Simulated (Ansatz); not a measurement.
Abstraction of Br: GeH(CH3)2Br + CHBr2 → GeH(CH3)2 + CHBr3

Species: GeH(CH3)2Br, singlet; CHBr2 `Br[CH]Br`, doublet; GeH(CH3)2, doublet; CHBr3 (bromoform) `BrC(Br)Br`, singlet. A radical takes Br: the energy is the difference in strength between the Ge–Br bond broken and the C–Br bond made.

Shapes, held fixed at every level: PBE0-D4/def2-TZVP. Programs: Ansatz 0.2.0. Electronic energies: no zero-point or thermal term.

```
               level                    kind  ΔE (kJ/mol)  less CCSD(T)/def2-TZVPP
       HF/def2-TZVPP            Hartree–Fock       +165.6                    +40.2
   PBE-D4/def2-TZVPP                     GGA       +116.2                     -9.2
r2SCAN-D4/def2-TZVPP                meta-GGA       +134.9                     +9.5
 B3LYP-D4/def2-TZVPP           global hybrid       +126.6                     +1.2
  PBE0-D4/def2-TZVPP           global hybrid       +127.8                     +2.4
  wB97M-V/def2-TZVPP  range-separated hybrid       +122.2                     -3.2
   B2PLYP/def2-TZVPP           double hybrid       +127.3                     +1.9
  CCSD(T)/def2-TZVPP   coupled cluster or CI       +125.4                      0.0
```

The highest level, CCSD(T)/def2-TZVPP, gives ΔE = +125.4 kJ/mol; the levels span +116.2 to +165.6. The column of differences is taken from that level and isn't an error. No measured value is set beside it here. Open shells run unrestricted. Relativity is left out for Br, Ge. Outer-core shells of Br, Ge are correlated in most correlated rows, in sets that cover them unevenly.
